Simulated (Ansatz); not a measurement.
Molecule: sum formula H$_{6}$Si$_{2}$OF (charge +1, singlet). It need not be the lowest isomer of its formula. 
Geometry from a B3LYP-D3(BJ)/def2-TZVP (Ansatz, a quantum-chemistry and plane-wave program) optimisation:
SMILES: F[SiH2][OH+][SiH3]
```xyz
10

F      1.1305    -0.4152    -1.5553
Si     1.3479    -0.2241    -0.0099
O     -0.1091     0.6557     0.4967
Si    -1.8230     0.0660     0.4995
H      1.2491    -1.4902     0.7087
H      2.4135     0.7248     0.3049
H      0.0132     1.6056     0.6617
H     -2.4641     0.8635    -0.5498
H     -2.2699     0.3464     1.8670
H     -1.5920    -1.3454     0.1779
```
Charge +1, spin multiplicity 1.

Parts of the frozen-core correlation energy in 6-31G* (Ansatz, hartree). Frozen orbitals: 12; correlated occupied orbitals by spin: 13 and 13; virtual: 55 and 55. Spin-orbit coupling is left out. No relativistic terms.

```json
[
 {"term": "reference (HF)", "value": "-755.48455"},
 {"term": "MP2 opposite-spin", "value": "-0.38167"},
 {"term": "MP2 same-spin", "value": "[?]"},
 {"term": "CCSD correlation", "value": "[?]"},
 {"term": "(T)", "value": "[?]"},
 {"term": "T1 diagnostic", "value": "0.012"},
 {"term": "largest doubles amplitude", "value": "0.025"}
]
```

Task: Some entries are withheld; supply them.

Result: 
- MP2 same-spin, value: -0.12235
- CCSD correlation, value: -0.54011
- (T), value: -0.01010
